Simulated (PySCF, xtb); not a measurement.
B(Br)(vinyl)(OH) (C₂H₄BBrO), SMILES BrB(O)C=C. The values are those of a single conformer.

Harmonic wavenumbers (cm⁻¹) from GFN2-xTB (xtb 6.7.1) at its own minimum, in rising order: 62, 166, 286, 322, 330, 599, 601, 634, 852, 934, 999, 1024, 1037, 1301, 1328, 1405, 1654, 3036, 3090, 3119, 3585.

Q: What does ωB97X-D3(BJ)/def2-SVP (PySCF) give at its own minimum? (Estimate from the structure and the level; the computed values follow.)

A: 72, 188, 302, 347, 402, 587, 645, 673, 910, 1034, 1036, 1058, 1135, 1310, 1405, 1459, 1718, 3158, 3201, 3258, 3905. Paired by order, the mean absolute difference is 70 cm⁻¹ and the zero-point energies are 37.7 and 39.7 kcal/mol.
